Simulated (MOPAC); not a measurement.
MOPAC input (PM6):

```
PM6 1SCF UHF MS=0.5 GEO-OK AUX(PRECISION=9) THREADS=1
CH2BI2

C    -2.32009100 1   -0.27220100 1    0.14133900 1
B    -0.83312000 1   -0.09774400 1    0.05075300 1
I     0.46795400 1   -1.65865500 1    0.72542100 1
I    -0.01750100 1    1.71150400 1   -0.75286200 1
H    -3.01380200 1    0.49277100 1   -0.18878100 1
H    -2.77402700 1   -1.17181800 1    0.54137200 1
```

Output:

```
 *******************************************************************************
 **                                                                           **
 **                              MOPAC v23.2.5                                **
 **                                                                           **
 *******************************************************************************
 ** MOPAC's Digital Object Identifier: https://doi.org/10.5281/zenodo.6511958 **
 **                                                                           **
 ** Please cite the open-source release paper for use of this MOPAC version:  **
 ** J. E. Moussa and J. J. P. Stewart (2026)                                  **
 ** MOPAC: An open-source semiempirical molecular orbital program             **
 ** J. Open Source Softw., 11(119), 8025, https://doi.org/10.21105/joss.08025 **
 *******************************************************************************

                              PM6 CALCULATION RESULTS

 *******************************************************************************
 *  PM6        - The PM6 Hamiltonian to be used
 *  GEO-OK     - OVERRIDE INTERATOMIC DISTANCE AND OTHER SAFETY CHECKS
 *  UHF        - UNRESTRICTED HARTREE-FOCK CALCULATION
 *  MS=        - IN MECI, MAGNETIC COMPONENT OF SPIN =  0.5
 *  1SCF       - DO 1 SCF AND THEN STOP
 *  AUX        - OUTPUT AUXILIARY INFORMATION
 *******************************************************************************
PM6 1SCF UHF MS=0.5 GEO-OK AUX(PRECISION=9) THREADS=1
 CH2BI2

   ATOM   CHEMICAL          X               Y               Z
  NUMBER   SYMBOL      (ANGSTROMS)     (ANGSTROMS)     (ANGSTROMS)

     1       C         -2.32009100  *  -0.27220100  *   0.14133900  *
     2       B         -0.83312000  *  -0.09774400  *   0.05075300  *
     3       I          0.46795400  *  -1.65865500  *   0.72542100  *
     4       I         -0.01750100  *   1.71150400  *  -0.75286200  *
     5       H         -3.01380200  *   0.49277100  *  -0.18878100  *
     6       H         -2.77402700  *  -1.17181800  *   0.54137200  *

          CARTESIAN COORDINATES

    NO.       ATOM           X           Y           Z

     1         C         -2.3201     -0.2722      0.1413
     2         B         -0.8331     -0.0977      0.0508
     3         I          0.4680     -1.6587      0.7254
     4         I         -0.0175      1.7115     -0.7529
     5         H         -3.0138      0.4928     -0.1888
     6         H         -2.7740     -1.1718      0.5414

 General Reference for PM6:
 "Optimization of Parameters for Semiempirical Methods V: Modification of NDDO Approximations
 and Application to 70 Elements", J. J. P. Stewart, J. Mol. Mod., 13, 1173-1213 (2007)
 URL: https://link.springer.com/article/10.1007/s00894-007-0233-4

           Empirical Formula: C H2 B I2  =     6 atoms

      MOLECULAR POINT GROUP   :   C2v

          UHF CALCULATION, NO. OF ALPHA ELECTRONS =   12
                           NO. OF BETA  ELECTRONS =   11

 -------------------------------------------------------------------------------
 PM6 1SCF UHF MS=0.5 GEO-OK AUX(PRECISION=9) THREADS=1
 CH2BI2

     1SCF WAS SPECIFIED, SO BFGS WAS NOT USED
     SCF FIELD WAS ACHIEVED

                              PM6 CALCULATION
                                                       MOPAC v23.2.5 Linux

          FINAL HEAT OF FORMATION =         37.12969 KCAL/MOL =     155.35061 KJ/MOL

          COSMO AREA              =        140.63 SQUARE ANGSTROMS
          COSMO VOLUME            =        134.97 CUBIC ANGSTROMS

          IONIZATION POTENTIAL    =          9.562989 EV
          ALPHA SOMO LUMO (EV)    =         -9.606 -2.551
          BETA  SOMO LUMO (EV)    =         -9.563 -2.633
          NO. OF ALPHA ELECTRONS  =         12
          NO. OF BETA  ELECTRONS  =         11
          MOLECULAR WEIGHT        =        278.6458         POINT GROUP:  C2v

          MOLECULAR DIMENSIONS (Angstroms)

            Atom       Atom       Distance
            H     5    I     3     4.19369
            H     6    I     4     4.16041
            I     4    C     1     0.00000

          SCF CALCULATIONS        =          1

   ATOM   CHEMICAL          X               Y               Z
  NUMBER   SYMBOL      (ANGSTROMS)     (ANGSTROMS)     (ANGSTROMS)

     1       C         -2.32009100  *  -0.27220100  *   0.14133900  *
     2       B         -0.83312000  *  -0.09774400  *   0.05075300  *
     3       I          0.46795400  *  -1.65865500  *   0.72542100  *
     4       I         -0.01750100  *   1.71150400  *  -0.75286200  *
     5       H         -3.01380200  *   0.49277100  *  -0.18878100  *
     6       H         -2.77402700  *  -1.17181800  *   0.54137200  *

                             CARTESIAN COORDINATES

   1    C       -2.320091000    -0.272201000     0.141339000
   2    B       -0.833120000    -0.097744000     0.050753000
   3    I        0.467954000    -1.658655000     0.725421000
   4    I       -0.017501000     1.711504000    -0.752862000
   5    H       -3.013802000     0.492771000    -0.188781000
   6    H       -2.774027000    -1.171818000     0.541372000

           Empirical Formula: C H2 B I2  =     6 atoms

      MOLECULAR POINT GROUP   :   C2v

          ALPHA EIGENVALUES
 -24.88850 -20.89628 -20.50148 -16.66430 -15.58891 -13.28094 -12.15731 -11.14711
 -10.31144 -10.27418 -10.15269  -9.60591  -2.55102  -1.04849  -0.62200   2.62047
   5.07792   5.28533 109.55156 109.97474 110.00981 110.99461 110.99506 111.07925
 111.12155 111.67183 111.70169 111.98767

           BETA EIGENVALUES
 -24.46919 -20.72171 -20.30819 -16.42643 -15.31325 -13.07055 -11.12265 -11.11364
 -10.22891  -9.82935  -9.56299  -2.63252  -2.44513  -0.58873   0.49044   2.84723
   5.27594   5.48944 109.57960 110.01093 110.06839 111.08013 111.08224 111.15005
 111.18109 111.67765 111.77933 112.02747

              NET ATOMIC CHARGES AND DIPOLE CONTRIBUTIONS

  ATOM NO.   TYPE          CHARGE      No. of ELECS.   s-Pop       p-Pop       d-Pop
    1          C          -0.262139        4.2621     1.18468     3.07745
    2          B           0.226270        2.7737     1.02285     1.75088
    3          I          -0.141402        7.1414     1.96062     5.17799     0.00279
    4          I          -0.141401        7.1414     1.96062     5.17799     0.00279
    5          H           0.159336        0.8407     0.84066
    6          H           0.159336        0.8407     0.84066
 DIPOLE           X         Y         Z       TOTAL
 POINT-CHG.    -2.720    -0.319     0.166     2.743
 HYBRID         0.431     0.051    -0.026     0.435
 SUM           -2.289    -0.268     0.139     2.308

          ATOMIC ORBITAL ELECTRON POPULATIONS

     Atom    s        px        py        pz      x^2-y^2     xz        z^2       yz        xy
    1  C   1.18468   1.06734   1.09800   0.91212
    2  B   1.02285   0.77493   0.57912   0.39682
    3  I   1.96062   1.75138   1.59230   1.83432   0.00066   0.00030   0.00034   0.00048   0.00100
    4  I   1.96062   1.89979   1.47141   1.80678   0.00074   0.00021   0.00031   0.00070   0.00083
    5  H   0.84066
    6  H   0.84066

                    (SZ)    =    0.500000
                    (S**2)  =    0.756624

          ATOMIC ORBITAL SPIN POPULATIONS

    Atom   Total    s     px     py     pz   x^2-y^2  xz     z^2    yz     xy
         Atomic
    1  C  0.9306  0.021  0.038  0.165  0.707
    2  B  0.0437 -0.008 -0.016  0.011  0.057
    3  I  0.0431  0.001 -0.004  0.007  0.040 -0.000  0.000  0.000  0.000  0.000
    4  I  0.0431  0.001 -0.003  0.006  0.039 -0.000  0.000  0.000  0.000  0.000
    5  H -0.0302 -0.030
    6  H -0.0302 -0.030

 **********************
 *                    *
 * JOB ENDED NORMALLY *
 *                    *
 **********************

 == MOPAC DONE ==
```

The geometry given is a B3LYP-D3(BJ)/def2-TZVP minimum.
